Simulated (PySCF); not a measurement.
## C³⁺ (carbon, charge +3) across methods

[He] 2s1, 2S determinant. All numbers are calculated (PySCF 2.14, the spin-free X2C one-electron Hamiltonian (Gaussian nucleus), in x2c-TZVPPall).

| method | E (hartree) | mean ε 1s α (eV) | mean ε 1s β (eV) | mean ε 2s α (eV) | Σ⟨r²⟩ (bohr²) | ⟨S²⟩ |
| --- | --- | --- | --- | --- | --- | --- |
| BHandHLYP | -34.8034 | -350.96 | -349.39 | -61.133 | 2.085 | 0.750 |
| PBE0 | -34.7561 | -341.32 | -339.94 | -59.478 | 2.093 | 0.750 |
| M06 | -34.7956 | -341.53 | -340.34 | -59.091 | 2.091 | 0.750 |
| LDA | -34.4175 | -329.37 | -328.28 | -57.270 | 2.105 | 0.750 |
| r2SCAN | -34.7872 | -335.89 | -335.00 | -58.024 | 2.095 | 0.750 |
| MN15 | -34.7898 | -336.24 | -335.84 | -59.951 | 2.094 | 0.750 |
| PBE | -34.7431 | -332.10 | -331.01 | -57.695 | 2.092 | 0.750 |
| UHF | -34.73962 | -368.18 | -365.86 | -64.371 | 2.105 | 0.750 |
| wB97X-V | -34.8087 | -342.27 | -341.25 | -61.999 | 2.100 | 0.750 |
